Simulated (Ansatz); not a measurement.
```yaml
crystal:
  periodic: [false, false, false]
  atoms:
    - {symbol: B, position_ang: [-1.727376, 1.914585, 0.173247]}
    - {symbol: Si, position_ang: [-0.956339, 0.129705, -0.308285]}
    - {symbol: N, position_ang: [0.576605, -0.173823, 0.440117]}
    - {symbol: Si, position_ang: [1.791339, -1.306216, -0.025664]}
    - {symbol: H, position_ang: [-2.659933, 2.345277, -0.440327]}
    - {symbol: H, position_ang: [-1.331418, 2.569667, 1.094328]}
    - {symbol: H, position_ang: [-2.013407, -0.860355, 0.089786]}
    - {symbol: H, position_ang: [-0.779403, -0.035027, -1.778108]}
    - {symbol: H, position_ang: [0.714484, 0.282417, 1.330928]}
    - {symbol: H, position_ang: [1.744850, -2.578745, 0.749713]}
    - {symbol: H, position_ang: [3.144660, -0.718389, 0.168142]}
    - {symbol: H, position_ang: [1.572736, -1.624298, -1.459773]}
basis:
  gaussian: {orbitals: pcseg-2, final_grid: {core_spheres: 20, valence_spheres: 16, degree: 47}}
total_charge: 1
magnetization: {spin_polarized: true, initial_magnetization: 1}
hamiltonian: {xc: {name: HSE06}, dispersion: d4}
output: {forces: true}
```

```sh
$ ansatz run in.yaml --threads 4 --pin off --events-out ev --progress --plain --max-ram 10444MiB
```

Shortened log:

```
Functional definition: HSE06
1336 factors; their error is unknown
99 factors; integrals over basis functions are off by at most 8.0e-7 eV
mean field evaluation 1: about -18020.1681 eV, gradient 5.7e1 eV
mean field evaluation 2: about -17973.5940 eV, gradient 9.5e1 eV
mean field evaluation 4: about -18030.6885 eV, gradient 1.8e1 eV
mean field evaluation 8: about -18034.0683 eV, gradient 6.2e-1 eV
mean field evaluation 16: about -18034.1028 eV, gradient 1.2e-3 eV
mean field -18034.10279709 eV, -662.7410538393 hartree, gradient 6.6e-5 eV, S^2 0.759907; 1 other end points of the search recorded, 0 dependent functions left out
reference -18034.10286718 eV, -662.7410564151 hartree; 24, 23 occupied and 216, 217 virtual orbitals, 1336 factors
Total energy: -18034.27357615 eV, -662.7473298539 hartree
Atom 0 at    -1.727376     1.914585     0.173247 Å, force    -0.329109     0.898132     0.578455 eV/Å
Atom 1 at    -0.956339     0.129705    -0.308285 Å, force    -0.831639     0.310402    -1.539450 eV/Å
Atom 2 at     0.576605    -0.173823     0.440117 Å, force    -0.534372     0.023675     0.829052 eV/Å
Atom 3 at     1.791339    -1.306216    -0.025664 Å, force     1.857028    -0.947296    -1.422655 eV/Å
Atom 4 at    -2.659933     2.345277    -0.440327 Å, force     0.143349    -0.344697    -0.167637 eV/Å
Atom 5 at    -1.331418     2.569667     1.094328 Å, force     0.143721    -0.230648    -0.093180 eV/Å
Atom 6 at    -2.013407    -0.860355     0.089786 Å, force     0.120418    -0.079075     0.431305 eV/Å
Atom 7 at    -0.779403    -0.035027    -1.778108 Å, force     0.165299    -0.156440     0.214857 eV/Å
Atom 8 at     0.714484     0.282417     1.330928 Å, force     0.030595     0.128607     0.451551 eV/Å
Atom 9 at     1.744850    -2.578745     0.749713 Å, force    -0.368091     0.144682     0.344594 eV/Å
Atom 10 at     3.144660    -0.718389     0.168142 Å, force    -0.202819     0.145922     0.187392 eV/Å
Atom 11 at     1.572736    -1.624298    -1.459773 Å, force    -0.194380     0.106737     0.185717 eV/Å
Dipole moment:    -0.067904     0.098890     0.299720 e Å
```

Run time 13 s (4 threads of a server CPU on a shared host); peak host memory 0.87 GiB.
